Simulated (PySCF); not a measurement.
F₂GeH₄OSi, SMILES F[SiH](F)[O][GeH3].

Coordinates come from a PBE0-D3(BJ)/def2-SVP optimisation. The structure was generated by enumeration, and PubChem lists no compound with its InChIKey, so it may never have been made. Other conformers were not sampled.

Computed with TDDFT-PBE/def2-SVPD run with PySCF.

Vertical excitations. The molecule is in vacuum.

```csv
state,energy (eV),λ (nm),f,main pairs
S1,6.76,183,0.005,HOMO→LUMO 99 %
S2,7.03,176,0.015,HOMO−1→LUMO 99 %
S3,7.34,169,0.033,HOMO→LUMO+1 97 %
S4,7.61,163,0.033,HOMO−1→LUMO+1 96 %
S5,7.97,156,0.090,HOMO−2→LUMO 94 %
S6,8.21,151,0.092,HOMO→LUMO+2 88 %
S7,8.26,150,0.010,HOMO→LUMO+3 85 %
S8,8.32,149,0.012,HOMO−3→LUMO 92 %
S9,8.35,149,0.002,"HOMO−1→LUMO+2 79 %, HOMO→LUMO+4 13 %"
S10,8.41,147,0.002,"HOMO−2→LUMO+1 58 %, HOMO→LUMO+4 27 %, HOMO→LUMO+5 11 %"
T1,6.41,193,0,HOMO→LUMO 100 %
T2,6.65,187,0,HOMO−1→LUMO 99 %
T3,6.99,177,0,HOMO→LUMO+1 95 %
T4,7.20,172,0,HOMO−1→LUMO+1 94 %
```
Triplets are in the Tamm–Dancoff approximation, which puts them higher than full response would, so one can lie above its singlet here.
